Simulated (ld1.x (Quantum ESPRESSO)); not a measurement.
**Ranking TM potentials for lead**

All share these settings but for the change named:

```
Element                 : lead (Pb)
Generator               : ld1.x (Quantum ESPRESSO) 7.5
Type                    : norm-conserving Troullier–Martins (Kleinman–Bylander form)
Functional              : PBE
Relativity              : scalar-relativistic
Frozen core             : [Xe] 4f14
Valence charge          : 14
Reference configuration : 5d10 6s2 6p2
Partial waves           : 6p (bound): rc 1.95 bohr; 5d (bound): rc 1.35 bohr; 6s (bound): rc 2.10 bohr
Local potential         : the s channel
Core correction         : a·sin(br)/r model core inside 0.60 bohr
```

Test errors are all-electron minus pseudo excitation energies from the reference, over 5d10 6s2 6p1; 5d10 6s2 6p0; 5d10 6s1 6p0; 5d9 6s2 6p2; 5d10 6s0 6p4; 5d10 6s1 6p3; 5d10 6s2 6p1.5. None of these files shows a bound ghost.

The base gives 127.2 meV.

Of 7 variants that were run, those that failed, showed a ghost or another fault, or gave nearly equal values are left out.

A variant can come out equal or close to the base, since the largest error may sit in a test that the change hardly touches while other tests move.

(1) Rank these variants by their largest absolute test error, smallest first.
A. wave 6s (bound): rc 2.10 bohr becomes 6s (bound): rc 1.48 bohr
B. wave 6s (bound): rc 2.10 bohr becomes 6s (bound): rc 2.46 bohr
C. wave 6s (bound): rc 2.10 bohr becomes 6s (bound): rc 1.96 bohr

Answers

(1) A (29.8 meV), B (94.5 meV), C (128.4 meV).
